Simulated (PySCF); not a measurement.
Si(H)(Me)2(NH2) (C₂H₉NSi), SMILES C[SiH](C)N.

Geometry optimised at B3LYP-D3(BJ)/def2-SVP. Other conformers were not sampled.

Level of theory: PySCF with SMD-M06-2X/def2-SVP.

Solvation free energies are E(SMD) − E(gas) at the gas-phase geometry, for 1 M in both phases. In vacuum the dipole moment is 1.27 D.

Computed solvation free energies in water, 1-octanol, diethylether:
```tsv
solvent	ΔG(solv) (kcal/mol)	its non-electrostatic (CDS) part	dipole (D)
water	0.5	4.7	1.70
1-octanol	-2.1	1.4	1.63
diethylether	-2.4	0.4	1.54
```
